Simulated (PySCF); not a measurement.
# Basis-set dependence of the excitation energy of Lu²⁺

Lu²⁺ [Xe] 4f14 6s1 (2S) → Lu²⁺ [Xe] 4f14 6p1 (2P). All values are computed (PySCF 2.14, energy differences of UHF-based or UKS calculations, no spin-orbit coupling). Values in eV.

| basis | Hamiltonian | functions | UHF | PBE | PBE0 | MP2 (valence) |
| --- | --- | --- | --- | --- | --- | --- |
| cc-pVDZ-X2C | spin-free X2C | 84 | 4.881 | 4.934 | 4.923 | 5.209 |
| x2c-TZVPPall | spin-free X2C | 99 | 4.929 | 5.034 | 5.008 | 5.354 |
| ANO-RCC-VTZP | spin-free X2C | 104 | 4.922 | 5.055 | 5.026 | 5.321 |

Problem. Estimate the row for x2c-TZVPPall with one added diffuse shell each of s, p, d type (spin-free X2C, 108 functions).

Solution. From the rows with the same Hamiltonian and similar size; the calculation gives UHF 4.93; PBE 5.05; PBE0 5.02; MP2 (valence) 5.36 (eV).

Frozen in the all-electron rows: valence: [Kr] 4d10.
